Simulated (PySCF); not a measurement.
## TcCl₂, sextet: structure and spectrum

Method: PySCF, UPBE0, basis Tc def2-SVP with ECP28, Cl def2-SVP (scalar-relativistic core potentials, no spin–orbit coupling, density fitting).

The structure is a minimum.

- Point group: D∞h
- Bond lengths: Tc–Cl 2.300 Å (×2)
- Bond angles: Cl–Tc–Cl 180.0°
- Zero-point energy: 5.3 kJ/mol
- Rotational constants: 0.04558 cm⁻¹
- Spin squared ⟨S²⟩: 8.761
- Entropy at 298.15 K and 1 bar (electronic part: spin only): 307.5 J/(mol K)
- Rotational symmetry number: 2
- Principal polarisabilities: 36.4, 36.4, 80.8 bohr³
- Lowest empty level (β): -3.42 eV
- Dipole moment: 0.00 D
- Heat capacity Cp at 298.15 K: 58.2 J/(mol K)
- Atomisation energy without zero-point energy: 832 kJ/mol
- Principal quadrupole moments (Buckingham, traceless) about the centre of mass: -14.15, 7.07, 7.07 D Å
- Highest occupied level (α): -7.70 eV
- Enthalpy at 298.15 K above 0 K: 14.72 kJ/mol

Harmonic modes (masses in u: Tc 98.907, Cl 34.969):
```
symmetry  ω (cm⁻¹)  IR (km/mol, summed over degenerate members)     type
      πu        56                                         18.7     bend
     σg+       346                                          0.0  stretch
     σu+       421                                          132  stretch
```

In D∞h the vibrations span πu + σg+ + σu+. The σg+ mode carries no infrared intensity, as symmetry demands. With a centre of inversion only u modes can be infrared active and only g modes Raman active.

Charges (e):
| atom | Mulliken | Löwdin | polar tensor | spin (Mulliken) | Mayer order to Tc1 |
| --- | --- | --- | --- | --- | --- |
| Tc1 | 0.54 | -0.07 | 1.20 | 4.76 | – |
| Cl2,3 | -0.27 | 0.04 | -0.60 | 0.12 | 1.18 |

Mulliken populations on Tc1 (electrons outside its core potential): s 2.62, p 6.41, d 5.43, f 0.01.

Outer orbital energies (eV). α occupied: -10.11, -10.11, -9.60, -9.28, -9.28, -8.33, -7.70, -7.70; empty: -0.65, -0.65, -0.49, 1.44. β occupied: -22.22, -21.86, -11.16, -9.51, -9.39, -9.39, -8.89, -8.89; empty: -3.42, -3.21, -3.21, -2.83.

Formally Tc is in oxidation state +2, d5, with 5 unpaired electrons (the high-spin count). The Mulliken spin on Tc is 4.76. The polar-tensor charge on Tc, 1.20, is below the formal one.

Other isomers or separated fragments may lie lower. Open d and f shells are described by one determinant, and the ground state may have another occupation or spin.

The final relaxation and frequency run took 17 s on 2 threads of a shared Arm Neoverse N1 host, with 67 basis functions and 5 gradients; the process peaked at 0.68 GiB.
